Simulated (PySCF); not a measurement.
# ZnO⁺: one state, many levels of theory

State: ²Π (doublet), unpaired electrons π ↑. Set-up: Zn jorge-DZP-DKH, O jorge-DZP-DKH; spin-free X2C with a Gaussian nucleus (PySCF 2.14). De refers to Zn⁺ + O in their high-spin ground configurations, without counterpoise correction. The functionals are run spin-unrestricted. A positive dipole points towards O; it is taken about the centre of mass and depends on that origin.

```csv
Level,Re (Å),ωe (cm⁻¹),De (eV),μ (D),"CPU s a point (SCF and correlation, without the integrals)"
ROHF,1.790,712,-0.473,-6.29,0.21
ROHF-MP2,1.794,669,1.25,n/a,0.39
ROHF-SCS-MP2,1.802,653,1.19,n/a,n/a
PBE,1.795,625,2.14,-3.91,0.85
PBEsol,1.775,649,2.33,-3.93,0.63
r²SCAN,1.778,658,1.93,-4.34,1.1
TPSSh,1.793,636,1.72,-4.36,1.3
r²SCANh,1.779,659,1.73,-4.52,1.3
PBE0,1.792,640,1.57,-4.51,1.5
```

(1) What does a quarter of exact exchange do here, going from PBE to PBE0?

(2) What does second-order correlation do here, going from ROHF to ROHF-MP2?

Correlated steps freeze 6 core orbitals. Correlated levels converge slowly with the basis: in double zeta they bind strong bonds too weakly, by up to about 1 eV, and carry superposition errors of some tenths. For an ion De counts to the pair picked by the measured ionisation energies or electron affinities, which need not be the lowest pair at this level. UHF is strongly spin-contaminated for ZnO⁺, so the ROHF reference used there is far from stable. A negative De means that the minimum lies above the separated atoms at that level. The state is the lowest determinant that a PBE0 search found; another state may lie lower at other levels.

The whole job (state search and all levels along the bond) took about 2.5 min on 1 thread of Intel Xeon Platinum 8488C (shared host), peak memory 0.75 GiB.

Results:

(1) PBE0 less PBE: -0.3 pm in Re, +2.4 % in ωe, -0.57 eV in De. Exact exchange removes part of the self-interaction that spreads semilocal densities, and in most molecules shortens and stiffens the bond and lowers De; so it does here.

(2) ROHF-MP2 less ROHF: +0.4 pm in Re, -6.0 % in ωe, +1.72 eV in De. Correlation nearly always deepens the well. The bond lengthens, as in strong covalent bonds, where excitations into antibonding orbitals dominate.
